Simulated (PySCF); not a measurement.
Spectroscopy problems

All values are calculated (PySCF 2.14): NMR shieldings at PBE0/pcSseg-1/GIAO, J couplings at B3LYP/pcJ-1 (spin–dipole term left out of most H,H and C,H couplings), GFN2-xTB geometry. Equivalent nuclei averaged, no solvent, single conformer, no relativistic terms.

Shifts are taken against calculated references (same method and geometry level): ¹H (σref 31.72) and ¹³C (σref 186.93) vs TMS. Multiplet labels drop J under 1 Hz and among equivalent protons, and merge close values. Unscaled 3J(H,H) run several per cent high. Where no couplings were computed, multiplicities follow the n + 1 count of equivalent neighbours, and m marks all less simple cases (inequivalent or close neighbours, rings, F or P nearby). Shifts are as computed. Against solution values, carbons near 30 ppm lie about +3 ppm off and those near 130 ppm about +5 ppm. Of 1211 compounds with measured shifts, 218 miss one by over three times the rms of a fit or turn the order of signals round; such compounds aren't used in these exercises.

Question: C5H8O. ¹H NMR (400 MHz, computed): δ 6.68 (quint, J = 1.5 Hz, 1H), 5.70 (qd, J = 2.2, 1.0 Hz, 1H), 2.24 (s, 3H), 2.10 (t, J = 1.9 Hz, 3H). ¹³C{¹H} NMR (computed): δ 200.5 (C), 146.7 (C), 134.5 (CH2), 30.4 (CH3), 22.8 (CH3). What is it?

Answer: `InChI=1S/C5H8O/c1-4(2)5(3)6/h1H2,2-3H3`. Rings plus π bonds: 2 (no ring in the answer). 5 carbon signals for 5 carbons: no two carbons are equivalent. Carbon types of the structure: 2 × C, 1 × CH2, 2 × CH3, which accounts for all hydrogens. δC 200.5: ketone carbonyl carbon; the double bond to the heteroatom, with no lone-pair donor beside it, deshields it most. δC 146.7: α carbon of a C=C–C=O unit; the olefinic region. δC 134.5: β carbon of a C=C–C=O unit; conjugation with the carbonyl draws π density from the β position. δC 30.4: methyl carbon α to a carbonyl; α to the electron-withdrawing carbonyl group.

The data come from this structure; uniqueness wasn't tested.

Question: C5H8N2O. ¹H NMR (300 MHz, computed): δ 8.09 (s, 1H), 3.10 (sept, 1H), 1.52 (d, 6H). ¹³C{¹H} NMR (computed): δ 179.9 (C), 156.5 (CH), 30.7 (CH), 25.2 (CH3). Give a structure.

Answer: `CC(C)c1nnco1`. The formula gives 3 degrees of unsaturation (1 ring in the answer). 4 carbon signals for 5 carbons: some carbons are equivalent by symmetry or fast rotation. Carbon types of the structure: 1 × C, 2 × CH, 2 × CH3, which accounts for all hydrogens. δC 179.9: substituted aromatic carbon next to the ring oxygen. δC 156.5: aromatic CH between two ring heteroatoms. δC 25.2: methyl carbon; saturated and bonded to C and H only. δH 8.09: hydrogen on an aromatic CH between two ring heteroatoms; ring-current deshielding.

The shifts were computed for this structure.
